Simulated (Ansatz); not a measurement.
`NB(F)S` + NH₃ → `NB(N)F` + H₂S  (ligand exchange at a B–S bond)

Computed with Ansatz on PBE0-D4/def2-TZVP structures; ΔE is electronic, products minus reactants. CCSD(T)/CBS is the MP2 limit (def2-TZVPP, def2-QZVPP) plus CCSD(T) − MP2 in def2-TZVPP, frozen cores. This one scheme is used for every species. Functionals use def2-TZVPP. B3LYP here is the variant with VWN-RPA as its local correlation; programs differ in this. Each species was taken in one conformer, which may not be the lowest.

**Question.** Is it downhill or uphill in electronic energy at CCSD(T)/CBS, and by how much? (Estimate.)

**Answer.** Computed: Downhill: ΔE = -31.1 kJ/mol.

**Question.** What do these levels give: PBE-D4, r2SCAN-D4, PBE0-D4, ωB97M-V, B3LYP, CCSD/def2-TZVPP, CCSD(T)/def2-TZVPP, HF/def2-QZVPP, MP2/def2-QZVPP, SCS-MP2/def2-QZVPP, MP2/CBS(def2), CCSD/CBS(def2)? (Estimate.)

**Answer.** The calculation gave: PBE-D4 -23.9, r2SCAN-D4 -28.4, PBE0-D4 -28.4, ωB97M-V -33.3, B3LYP -35.8, CCSD/def2-TZVPP -34.9, CCSD(T)/def2-TZVPP -31.4, HF/def2-QZVPP -46.4, MP2/def2-QZVPP -28.9, SCS-MP2/def2-QZVPP -31.9, MP2/CBS(def2) -28.4, CCSD/CBS(def2) -34.6 kJ/mol.

Largest T1 diagnostic among the species: 0.012.

In def2-TZVPP, CCSD(T) changes the Hartree–Fock value by +14.1 kJ/mol (the triples alone add +3.5 kJ/mol) and MP2 by +16.8 kJ/mol. From PBE to PBE0 (25 % exact exchange), in def2-TZVPP and without D4, ΔE moves by −4.4 kJ/mol.
